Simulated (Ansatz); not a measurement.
Basis-set extrapolation for `BN(B)CC` (PBE0-D4/def2-TZVP geometry, frozen core, Ansatz 0.2.0). Multiplicity 1, RHF reference.

|  | def2-TZVPP | def2-QZVPP |
| --- | --- | --- |
| HF | -184.910684 | -184.919951 |
| MP2 correlation | -0.765998 | -0.815005 |
| CCSD(T) correlation | -0.851411 | not run |

Energies in hartree. Use E(X) = E(∞) + A·exp(−7.88·√X) for Hartree–Fock and E(X) = E(∞) + B·X^(−2.97) for correlation, with X = 3 and 4, and add CCSD(T) minus MP2 of the smaller set to the MP2 limit.

Problem. What is the CCSD(T) energy at the basis-set limit?

Solution. HF limit: -184.919951 + (-0.009267) × 0.13774 = -184.92123. MP2 limit: -0.815005 + (-0.049007) × 0.74074 = -0.85131. Higher-order term: -0.851411 − (-0.765998) = -0.08541. Total: -185.85795 hartree, 251.7 kJ/mol below CCSD(T)/def2-TZVPP.
